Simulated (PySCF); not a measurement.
## Electron correlation in Al²⁺ (aluminium, charge +2)

[Ne] 3s1, 2S determinant. Calculation: PySCF 2.14, in x2c-QZVPPall (9s6p4d2f1g, 70 functions); the spin-free X2C one-electron Hamiltonian (Gaussian nucleus). Frozen: 1s2; 9 electrons correlated.

MP2 pair energies summed by pair of shells (mhartree):

```tsv
pair	energy	share (%)
2p-2p	-110.39	68.2
2s-2p	-33.90	20.9
2p-3s	-11.01	6.8
2s-2s	-5.60	3.5
2s-3s	-1.08	0.7
```

Total MP2 correlation energy: -161.96 mhartree.

Same-spin part -46.73 and opposite-spin part -115.23 mhartree; SCS-MP2 scales them by 1/3 and 6/5 to -153.85 mhartree.

This basis was not built for core-valence correlation, so the inner-shell part is incomplete.
